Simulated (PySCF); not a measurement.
Molecule: sum formula Sn$_{2}$OH$_{5}$ (charge -1, singlet). It need not be the lowest isomer of its formula. Whether it binds its extra electron was not tested at this geometry. SMILES: [SnH2-][O][SnH3]
Geometry from a B3LYP-D3(BJ)/def2-TZVP (Ansatz) optimisation:
```xyz
8

O      0.4366    -0.6573     0.4573
Sn    -1.5927    -0.9015    -0.0810
H     -1.4045    -0.1851    -1.7481
H     -2.1330     0.7195     0.5541
Sn     1.4818     0.9114     0.0366
H      0.8131     2.3721     0.6819
H      1.7132     1.1337    -1.6657
H      3.0663     0.7224     0.7388
```
Charge -1, spin multiplicity 1.

Dispersion corrections to the total energy (kcal/mol) from the dftd3 and dftd4 libraries through PySCF: D3(BJ) without and D4 with the three-body term, each with the damping fitted for the functional named.

| functional | D3(BJ) | D4 |
|---|---|---|
| LC-wPBE | -4.15 | -5.78 |
| B2GP-PLYP | -4.67 | -2.21 |
| PBE0 | [?] | -4.36 |
| TPSSh | [?] | -6.13 |
| HSE06 | -3.13 | -4.14 |
| PBE | -3.68 | -5.09 |
| B3LYP | -7.26 | [?] |

Q: Some entries are withheld; supply them.

A: 
- PBE0, D3(BJ): -3.49
- TPSSh, D3(BJ): -4.64
- B3LYP, D4: -8.29
